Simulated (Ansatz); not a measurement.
Gas-phase electronic energies from Ansatz, PBE0-D4/def2-TZVP geometries. CCSD(T)/CBS is the MP2 limit (def2-TZVPP, def2-QZVPP) plus CCSD(T) − MP2 in def2-TZVPP, frozen cores. Functionals use def2-TZVPP. B3LYP here is the variant with VWN-RPA as its local correlation; programs differ in this. For Se outer-core shells are correlated without core-valence functions, which leaves a few kJ/mol of doubt a bond. Scalar relativity is left out up to krypton. One conformer a species, not always the lowest.

`CO[SiH](C)[SeH]` + `NB(O)CO` → `NB([SeH])CO` + `CO[SiH](C)O`  (redistribution)

(1) Is it downhill or uphill in electronic energy at CCSD(T)/CBS, and by how much? (Estimate.)

(2) What do these levels give: PBE-D4, ωB97X-V, ωB97M-V, PBE, PBE0, B3LYP, SCS-MP2/def2-TZVPP, CCSD(T)/def2-TZVPP, HF/def2-QZVPP, MP2/def2-QZVPP, HF/CBS(def2), MP2/CBS(def2)? (Estimate.)

Largest T1 diagnostic among the species: 0.011.

Results:

(1) Computed: Uphill: ΔE = +2.1 kcal/mol.

(2) The calculation gave: PBE-D4 3.5, ωB97X-V 2.6, ωB97M-V 2.8, PBE 3.4, PBE0 3.5, B3LYP 2.6, SCS-MP2/def2-TZVPP 0.8, CCSD(T)/def2-TZVPP 1.3, HF/def2-QZVPP 2.6, MP2/def2-QZVPP 1.4, HF/CBS(def2) 2.6, MP2/CBS(def2) 1.8 kcal/mol.

In def2-TZVPP, CCSD(T) changes the Hartree–Fock value by −1.3 kcal/mol (the triples alone add −0.2 kcal/mol) and MP2 by −1.7 kcal/mol.
